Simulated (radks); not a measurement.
The numbers below are computed, except where a source is named.
Effect of the nuclear size on the cobalt ion Co3+, [Ar] 3d6. Code: a radial shooting solver on a logarithmic mesh with Libxc functionals. Model: Dirac Kohn-Sham, PBE, spin-unpolarised, spherical densities, finite nucleus; open shells are shared between the two j in proportion to 2j + 1; Fermi nuclear charge, rms radius 3.7875 fm. The rms radius is varied about that value; shifts are against it.

rms radius (fm)  total energy shift (eV)  density at nucleus (e/bohr^3)  1s1/2 shift (meV)  2s1/2 shift (meV)  3s1/2 shift (meV)
3.1171                           -0.0436                      1.738e+04              -18.5              -1.70             -0.253
3.5943                           -0.0134                      1.727e+04              -5.68             -0.522             -0.078
3.7875                                 0                      1.723e+04              0.000              0.000              0.000
3.9049                           0.00846                       1.72e+04               3.59              0.330              0.049
4.4541                            0.0513                       1.71e+04               21.8               2.00              0.298

Slopes of the eigenvalues against <r^2> in GHz/fm^2, as finite differences over the two radii next to the reference (eigenvalue slopes, not the field-shift constants of lines): 1s1/2 963, 2s1/2 88.5, 3s1/2 13.2.
